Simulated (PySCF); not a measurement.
Compound: C8H9F3.
SMILES with atom numbers: `[CH2:1]=[CH:2][CH:3]([CH:4]=[CH2:5])/[CH:6]=[CH:7]\[C:8]([F:9])([F:10])[F:11]` (hydrogens: H12, H13 on C1; H14 on C2; H15 on C3; H16 on C4; H17, H18 on C5; H19 on C6; H20 on C7)

The same species was optimised twice, with GFN2-xTB and with PBE0-D3(BJ)/def2-SVP (PySCF), and the same property calculations (PySCF, gas phase) were run on both structures.

```csv
coordinate,GFN2-xTB,PBE0-D3(BJ)/def2-SVP,change
C1=C2 (Å),1.318,1.332,+0.014
C4=C5 (Å),1.318,1.332,+0.014
C3–C6 (Å),1.497,1.506,+0.009
C6=C7 (Å),1.326,1.335,+0.009
C8–F11 (Å),1.341,1.334,-0.007
C8–F9 (Å),1.348,1.343,-0.005
C8–F10 (Å),1.348,1.343,-0.005
C7–C8 (Å),1.495,1.497,+0.002
C2–C3 (Å),1.508,1.509,+0.001
C3–C4 (Å),1.508,1.509,+0.001
C2–C3–C4 (°),109.4,111.7,+2.3
F9–C8–F11 (°),106.1,107.3,+1.2
F10–C8–F11 (°),106.2,107.3,+1.1
C7–C8–F9 (°),113.4,112.5,-0.9
C7–C8–F11 (°),111.5,110.6,-0.9
C4–C3–C6 (°),108.5,109.3,+0.8
C7–C8–F10 (°),113.3,112.6,-0.7
F9–C8–F10 (°),105.7,106.3,+0.6
C1–C2–C3–C4 (°),119,132,+13
C2–C3–C4–C5 (°),-123,-130,-7
C2–C3–C6–C7 (°),119,117,-2
C6–C7–C8–F9 (°),60,60,0
```

Rotational constants: A = 1582, B = 720.9, C = 611.5 MHz (GFN2-xTB) against A = 1523, B = 749.6, C = 615.8 MHz (PBE0-D3(BJ)/def2-SVP). Atoms that the bonding makes alike are paired by their places after alignment.

On the GFN2-xTB structure: HOMO (eV) -7.63 [PBE0/pcSseg-1]; LUMO (eV) -0.92 [PBE0/pcSseg-1]; dipole (D) 2.58 [PBE0/pcSseg-1]; GIAO shielding of C1/C5 (mean) (ppm) 63.9 [PBE0/pcSseg-1]; GIAO shielding of C2/C4 (mean) (ppm) 41.3 [PBE0/pcSseg-1]; GIAO shielding of C3 (ppm) 127.8 [PBE0/pcSseg-1]; GIAO shielding of C6 (ppm) 32.8 [PBE0/pcSseg-1]; GIAO shielding of C7 (ppm) 61.9 [PBE0/pcSseg-1]; GIAO shielding of C8 (ppm) 54.1 [PBE0/pcSseg-1]; GIAO shielding of F9/F10/F11 (mean) (ppm) 241.7 [PBE0/pcSseg-1].

**Question.** What do these properties become on the PBE0-D3(BJ)/def2-SVP structure?

**Answer.** 
| property | level | on GFN2-xTB | on PBE0-D3(BJ)/def2-SVP | change |
| --- | --- | --- | --- | --- |
| HOMO (eV) | PBE0/pcSseg-1 | -7.63 | -7.63 | 0.00 |
| LUMO (eV) | PBE0/pcSseg-1 | -0.92 | -0.93 | -0.01 |
| dipole (D) | PBE0/pcSseg-1 | 2.58 | 2.37 | -0.21 |
| energy, GFN2-xTB geometry as zero (kcal/mol) | PBE0/pcSseg-1 | 0.0 | -0.7 | -0.7 |
| GIAO shielding of C1/C5 (mean) (ppm) | PBE0/pcSseg-1 | 63.9 | 58.4 | -5.5 |
| GIAO shielding of C2/C4 (mean) (ppm) | PBE0/pcSseg-1 | 41.3 | 39.0 | -2.3 |
| GIAO shielding of C3 (ppm) | PBE0/pcSseg-1 | 127.8 | 129.3 | +1.5 |
| GIAO shielding of C6 (ppm) | PBE0/pcSseg-1 | 32.8 | 30.9 | -1.9 |
| GIAO shielding of C7 (ppm) | PBE0/pcSseg-1 | 61.9 | 60.0 | -1.9 |
| GIAO shielding of C8 (ppm) | PBE0/pcSseg-1 | 54.1 | 56.0 | +1.9 |
| GIAO shielding of F9/F10/F11 (mean) (ppm) | PBE0/pcSseg-1 | 241.7 | 246.0 | +4.3 |

The heavy atoms differ by 0.094 Å rms after alignment (one structure mirrored). Among bonds between heavy atoms C1=C2 and C4=C5 change most and about equally (+0.014 Å). Changes are differences of the printed values. Neither structure is proved a minimum here.

Conformer computed: `[CH2:1]=[CH:2][CH:3]([CH:4]=[CH2:5])/[CH:6]=[CH:7]\[C:8]([F:9])([F:10])[F:11]`: C1–C2–C3–C4 132°, C2–C3–C4–C5 -130°, C2–C3–C6–C7 117°, C6–C7–C8–F9 60°.
